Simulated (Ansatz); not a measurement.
The cluster Li₃Br₃, relaxed as a singlet with RKS PBE0-D4/def2-SVP in Ansatz, starting from the GFN1-xTB geometry. Force threshold 0.02 eV/Å.

The structure comes from a short search, and lower isomers may exist.

Start:

Cartesian coordinates in Å:
```
Li 0.662 0.660 1.435
Li -1.302 -1.143 0.086
Li 0.619 0.485 -1.520
Br -0.925 -0.771 2.346
Br 1.982 1.755 -0.133
Br -1.037 -0.986 -2.215
```

Task: Estimate the energy that the relaxation releases and the steps that it takes.

Result: 0.28 eV, in 5 steps; 11 s on 4 threads of Arm Neoverse V1 on a shared host. No frequencies were taken in this run, so the end may be a saddle point.

Task: Does the start keep its bonding and symmetry?

Result: By distances, no bond broke or formed. The bond that changes most is Li2–Br6, from 2.32 to 2.34 Å (atoms count from 1). Point group D3h at the start, D3h at the end, both within 0.05 Å.

Task: Predict the relaxed structure.

Result: 
```tsv
atom	x (Å)	y (Å)	z (Å)
Li1	0.780	0.752	1.676
Li2	-1.492	-1.322	0.099
Li3	0.712	0.570	-1.775
Br4	-0.912	-0.738	2.285
Br5	1.919	1.703	-0.128
Br6	-1.007	-0.964	-2.158
```
Bond lengths (bridged metal pairs left out): 6 × Br–Li 2.34 Å.
